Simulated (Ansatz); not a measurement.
```yaml
crystal:
  periodic: [false, false, false]
  atoms:
    - {symbol: C, position_ang: [-0.750194, 1.112673, 0.369417]}
    - {symbol: C, position_ang: [-0.382308, -0.183051, -0.314708]}
    - {symbol: B, position_ang: [0.970433, -0.404733, -0.983957]}
    - {symbol: C, position_ang: [0.657591, -1.121508, 0.324348]}
    - {symbol: H, position_ang: [-1.440354, 0.941554, 1.201306]}
    - {symbol: H, position_ang: [-1.223057, 1.808940, -0.327596]}
    - {symbol: H, position_ang: [0.133099, 1.611545, 0.777943]}
    - {symbol: H, position_ang: [-1.231380, -0.704280, -0.756085]}
    - {symbol: H, position_ang: [1.740721, -0.149750, -1.848049]}
    - {symbol: H, position_ang: [0.440972, -2.185973, 0.343297]}
    - {symbol: H, position_ang: [1.149878, -0.782514, 1.234484]}
basis:
  gaussian: {orbitals: def2-SVPD}
hamiltonian: {xc: {name: SPW92}}
scf: {lower_state_search: off}
output: {forces: true}
```

```sh
$ ansatz run in.yaml --threads 2 --pin off --events-out ev --progress --plain --max-ram 4352MiB
```

It prints (some lines left out):

```
Functional definition: SPW92
1114 factors; their error is unknown
mean field evaluation 1: about -3845.3983 eV, gradient 7.2e1 eV
mean field evaluation 2: about -3812.4973 eV, gradient 1.3e2 eV
mean field evaluation 4: about -3858.4021 eV, gradient 1.0e1 eV
mean field evaluation 8: about -3858.6407 eV, gradient 1.9e-1 eV
mean field evaluation 16: about -3858.5857 eV, gradient 1.7e-3 eV
mean field -3858.58574041 eV, -141.8004105169 hartree, gradient 2.9e-6 eV, S^2 0.000000; 0 other end points of the search recorded, 0 dependent functions left out
reference -3858.58578113 eV, -141.8004120130 hartree; 15, 15 occupied and 121, 121 virtual orbitals, 1114 factors
Total energy: -3858.58578113 eV, -141.8004120130 hartree
Atom 0 at    -0.750194     1.112673     0.369417 Å, force     0.169965    -0.576684    -0.343944 eV/Å
Atom 1 at    -0.382308    -0.183051    -0.314708 Å, force     0.528496     0.282182     0.390413 eV/Å
Atom 2 at     0.970433    -0.404733    -0.983957 Å, force    -0.338869    -0.124708     0.382312 eV/Å
Atom 3 at     0.657591    -1.121508     0.324348 Å, force    -0.279146     0.514425    -0.621041 eV/Å
Atom 4 at    -1.440354     0.941554     1.201306 Å, force    -0.348484    -0.103469     0.418805 eV/Å
Atom 5 at    -1.223057     1.808940    -0.327596 Å, force    -0.238373     0.359341    -0.350309 eV/Å
Atom 6 at     0.133099     1.611545     0.777943 Å, force     0.444851     0.238083     0.197012 eV/Å
Atom 7 at    -1.231380    -0.704280    -0.756085 Å, force    -0.467319    -0.276749    -0.259596 eV/Å
Atom 8 at     1.740721    -0.149750    -1.848049 Å, force     0.328135     0.114845    -0.355204 eV/Å
Atom 9 at     0.440972    -2.185973     0.343297 Å, force    -0.098365    -0.604448     0.027674 eV/Å
Atom 10 at     1.149878    -0.782514     1.234484 Å, force     0.299107     0.177182     0.513878 eV/Å
Dipole moment:    -0.075892    -0.004099     0.049384 e Å
Checks for a lower state left out: stability, starts, cluster_reference, orbital_swaps, neighbouring_geometries, increment
```

Run time 1.6 s (2 threads of an Arm Neoverse N1 on a shared host); peak host memory 0.43 GiB.
